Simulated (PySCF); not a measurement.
BeSi: from constants to spectrum

UHF-CCSD(T) constants of BeSi, ³Σ⁻ (triplet), unpaired electrons π ↑↑ (PySCF, no relativity, basis sets Be pcseg-1, Si pcseg-1; masses 9.0122 and 27.9769 u):

* ωe: 525.9 cm⁻¹
* ωexe: 7.27 cm⁻¹
* Be: 0.52259 cm⁻¹
* αe: 0.00760 cm⁻¹
* De to Be + Si: 0.82 eV

Q: What force constant and bond length do these constants imply?

A: Reduced mass μred = 6.8164 u; k = 5.8918×10⁻⁷·μred·ωe² (u, cm⁻¹, mdyn/Å) = 1.11 mdyn/Å; Re = √(16.8576/(μred·Be)) (u, cm⁻¹, Å) = 2.175 Å.

Q: Estimate the centrifugal constant D from the Kratzer relation and find the Dunham coefficient a1.

A: D = 4Be³/ωe² = 2.06e-06 cm⁻¹; a1 = −1 − αeωe/(6Be²) = -3.44.

Correlated steps freeze 5 core orbitals. Correlated levels converge slowly with the basis: in double zeta they bind strong bonds too weakly, by up to about 1 eV, and carry superposition errors of some tenths. The CCSD T1 diagnostic is raised, a sign that a single reference may not be enough here. The state is the lowest determinant that a PBE0 search found; another state may lie lower at other levels.
